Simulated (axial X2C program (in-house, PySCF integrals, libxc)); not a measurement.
Low determinants of CsP at the PBE0 level, two-component

All values were computed with an in-house relativistic program for diatomic molecules. Two-component (2c) means X2C with spin–orbit coupling and atomic mean-field two-electron Coulomb and Gaunt terms. Basis: Cs dyall-cv3z [15s15p9d4f1g], P dyall-v3z [8s7p2d1f] (cores contracted in-house); Gaussian nuclei, density fitting, unrestricted open shells. Masses: Cs 132.905 u, P 30.974 u.

Search at 3.278 Å (vertical energies from the lowest determinant):

```csv
ΔE (eV),state,electrons beyond evenly filled partner blocks,"electrons in ±ω = 1/2, 3/2, 5/2, 7/2"
0.00,Ω = 1,"ω = -1/2, ω = 3/2",47 19 4 0
0.31,Ω = 2,"ω = 1/2, ω = 3/2",47 19 4 0
0.62,Ω = 1,2 × ω = 1/2,46 20 4 0
0.92,Ω = 0,none,48 18 4 0
0.99,Ω = 0,none,46 20 4 0
2.37,Ω = 0,"3 × ω = 1/2, ω = -3/2",47 19 4 0
2.86,Ω = 3,2 × ω = 3/2,46 20 4 0
```

Lowest determinant, Ω = 1 (⟨Sz⟩ = 1.00, ⟨Lz⟩ = 0.00 at PBE0): Re = 3.269 Å, ωe = 167.5 cm⁻¹.

The determinant in row 2 of the search, Ω = 2 (⟨Sz⟩ = 1.00, ⟨Lz⟩ = 1.00 at PBE0), was followed along the bond at PBE0; measured from the minimum of the lowest determinant it gives:

Te = 0.230 eV (1858 cm⁻¹), Re = 3.028 Å, ωe = 187.5 cm⁻¹.

The determinant in row 3 of the search, Ω = 1 (⟨Sz⟩ = 0.00, ⟨Lz⟩ = 1.00 at PBE0), was followed along the bond at PBE0; measured from the minimum of the lowest determinant it gives:

Te = 0.541 eV (4362 cm⁻¹), Re = 3.032 Å, ωe = 184.2 cm⁻¹.

(1) Compare the bond of the determinant in row 2 with that of the lowest one.

The search compares states at one distance, so a state with another bond length can lie lower; it is not exhaustive and yields mostly the lowest determinant of each block pattern, so other components and higher states of one pattern are missing. These are energies of single determinants, not of spin-adapted states; PBE0 term energies can be off by some tenths of an eV, and the functional has no current term. Open-shell Ω = 0 determinants with evenly filled partner blocks cannot be reached by this program, so the Ω shown need not be the lowest component. The lowest determinant need not be the ground state where others lie within half an eV.

Answers

(1) At PBE0 its Re is 0.241 Å shorter and its force constant, which goes as ωe², is 1.25 times that of the lowest determinant. T0 ≈ Te + Δωe/2 = 1858 + (10) = 1868 cm⁻¹.
